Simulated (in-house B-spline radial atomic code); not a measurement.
B97-1 excitations of the bromine ion Br⁵⁺

Method: B97-1. Computed with a B-spline radial code for spherical atoms: linear response of the closed shell [Ar] 3d10 4s2 with the functional's adiabatic kernel; non-relativistic, point nucleus, no spin-orbit coupling, no double excitations, S, P, D and F terms only; shells from n = 2 respond. Only terms of natural parity with L up to 3 were computed.

Without relativity these are model numbers for so heavy an element.

Command:
```bash
python run_td.py task.json out
```
Settings (radii: box in bohr, nucleus in fm):
```
Z                        35
electrons                30
configuration            [Ar] 3d10 4s2
hamiltonian              nr
method                   b97_1
box_radius               16.35
intervals                54
```

Cost of the run: 1.7 s on 1 thread of Arm Neoverse N1 (shared host).

The lowest states, in the order of their Tamm-Dancoff energies; the method's threshold (minus the highest occupied level) is 80.85 eV. Labels give the largest channel, * marks a mixed state, and oscillator strengths are full-response dipole values. Semilocal kernels can invert the small singlet-triplet splittings of Rydberg terms. Energies in eV:

```
     state  full response  Tamm-Dancoff  oscillator strength
4s → 4p 3P         12.783        12.933                    -
4s → 4p 1P         17.906        18.559                 1.53
4s → 4d 3D          35.88         35.92                    -
4s → 4d 1D              ?             ?                    -
4s → 5s 3S          43.58         43.59                    -
4s → 5s 1S          44.50         44.53                    -
4s → 5p 3P          48.65         48.67                    -
4s → 5p 1P          49.26         49.30               0.0804
4s → 4f 3F              ?             ?                    -
4s → 4f 1F          53.45         53.46                    -
```

Question: Where does 4s → 4f 3F lie?

Answer: At 53.39 eV in full response, 53.41 eV in Tamm-Dancoff.

Question: Where does 4s → 4d 1D lie?

Answer: At 37.09 eV in full response, 37.11 eV in Tamm-Dancoff.

Question: How large is the singlet-triplet splitting of 4s → 4p (P terms) in Tamm-Dancoff?

Answer: 5.63 eV, from the unrounded values.

Question: What polarisabilities and dispersion coefficient does the method give?

Answer: Dipole 3.879 bohr³, quadrupole 5.283 bohr⁵, C6 8.753 hartree·bohr⁶ for two such species.
